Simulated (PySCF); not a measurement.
Molecule: `InChI=1S/C5H11B/c1-4-5-6(2)3/h4H,1,5H2,2-3H3`.

Numbering as in the mapped SMILES `[CH2:1]=[CH:2][CH2:3][B:4]([CH3:5])[CH3:6]`; H(Xn) means a hydrogen on atom n. Ha(C1) is cis to C3; Hb(C1) is trans to C3.

Geometry PBE0-D3(BJ)/def2-SVP throughout; GIAO in PySCF 2.14.0 with density-fitted response routines, gas phase, one conformer, non-relativistic; equivalent atoms averaged; functional PBE0.

For orientation, def2-SVP gives these absolute shieldings σ: C2 63.1, C1 76.8, C3 155.5, C5/C6 180.9, H(C2) 25.59, Hb(C1) 26.36, Ha(C1) 26.21, H(C3) 29.09, H(C5)/H(C6) 30.52 ppm.

A run gave: C2 124.8, C1 128.0, C3 201.5, C5/C6 218.9, H(C2) 27.31, Hb(C1) 27.46, Ha(C1) 27.58, H(C3) 30.21, H(C5)/H(C6) 31.53 ppm (absolute shieldings σ).

Which basis set was used in that run?
A. 6-311+G(2d,p)
B. pcSseg-1
C. def2-TZVP
D. STO-3G
E. 6-31G*

## Answers

D. C2 tells them apart best: STO-3G gives 124.8, pcSseg-1 gives 44.8, 6-311+G(2d,p) gives 48.2, 6-31G* gives 68.8, def2-TZVP gives 47.1 ppm.
